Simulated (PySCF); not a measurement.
A side-by-side comparison of computed properties.

First species: C5H2ClFOS.
Geometry (GFN2-xTB, Å), atoms numbered from 1 in this order:
```
atom  x, y, z in Å
O1    -2.8745    0.4757    0.4285
C2    -2.0900   -0.3429    0.0846
F3    -2.5353   -1.5884   -0.2822
C4    -0.6571   -0.2559   -0.0237
S5     0.3084   -1.5942   -0.5579
C6     1.7354   -0.6727   -0.3911
C7     1.5065    0.5960    0.0501
C8     0.1364    0.8434    0.2631
Cl9   -0.4790    2.3303    0.8130
H10    2.6818   -1.1175   -0.6290
H11    2.2730    1.3289    0.2185
```

Second species: C5H2ClFOS.
SMILES with atom numbers: `[O:1]=[C:2]([Cl:3])[c:4]1[cH:5][c:6]([F:7])[cH:8][s:9]1` (hydrogens: H10 on C5; H11 on C8)

Structure used (GFN2-xTB), in Å, numbered top down from 1:
```xyz
11
C5H2ClFOS angstrom
O      2.9082    0.4967   -0.0808
C      2.0964   -0.3681    0.0075
Cl     2.6016   -2.0646    0.1584
C      0.6610   -0.2315    0.0099
C     -0.0326    0.9568   -0.0638
C     -1.4160    0.7354   -0.0433
F     -2.3126    1.7239   -0.1024
C     -1.7705   -0.5838    0.0420
S     -0.4010   -1.5959    0.1034
H      0.4332    1.9228   -0.1270
H     -2.7624   -0.9889    0.0702
```

Levels: CAM-B3LYP/def2-SVPD for dipole moment, HOMO energy, LUMO energy, HOMO–LUMO gap, static isotropic polarisability and electronic spatial extent ⟨r²⟩ about the centre of nuclear charge; TDDFT CAM-B3LYP/def2-SVPD for lowest singlet excitation; TDA CAM-B3LYP/def2-SVPD for lowest triplet excitation (Tamm–Dancoff); GFN2-xTB for rotational constant A and rotational constant C. Geometries: GFN2-xTB. Each species is one conformer at its optimised geometry, gas phase, non-relativistic unless stated; the electronic structure was computed with PySCF and density fitting.

The conformers computed, where there is a choice (atom-mapped SMILES and torsion angles):
- `[O:1]=[C:2]([F:3])[c:4]1[s:5][cH:6][cH:7][c:8]1[Cl:9]`: O1–C2–C4–S5 180°
- `[O:1]=[C:2]([Cl:3])[c:4]1[cH:5][c:6]([F:7])[cH:8][s:9]1`: O1–C2–C4–C5 -1°

(1) Which has the higher T1 energy?

(2) Which of the two has the higher static isotropic polarisability, and by how much?

(3) Which has the higher LUMO energy?

(4) Which of the two has the higher HOMO energy, and by how much?

(5) Which has the higher rotational constant C?

(6) Which has the higher rotational constant A?

(7) Which of the two has the higher S1 energy, and by how much?

(8) Which of the two has the higher dipole moment, and by how much?

Answers

(1) The first: 3.20 eV against 3.10 eV, a difference of 0.10 eV.

(2) The second: 93.4 au against 92.4 au, a difference of 1.0 au.

(3) The first: -1.40 eV against -1.68 eV, a difference of 0.28 eV.

(4) The first: -8.97 eV against -9.03 eV, a difference of 0.06 eV.

(5) The first: 0.686 GHz against 0.588 GHz, a difference of 0.098 GHz.

(6) The second: 2.689 GHz against 1.430 GHz, a difference of 1.259 GHz.

(7) The first: 4.88 eV against 4.56 eV, a difference of 0.32 eV.

(8) The first: 4.80 D against 2.97 D, a difference of 1.83 D.

On the first: The principal polarisabilities are 55.4, 106.2 and 115.6 au; their mean is the isotropic value. In wavenumbers S1 is 39400 cm⁻¹ (1 eV = 8065.54 cm⁻¹).

On the second: The principal polarisabilities are 55.4, 100.8 and 124.0 au; their mean is the isotropic value. The vertical singlet–triplet gap S1 − T1 is 1.46 eV (TDDFT singlet less Tamm–Dancoff triplet; S1: HOMO→LUMO, weight 0.94; T1: HOMO→LUMO, weight 0.71).
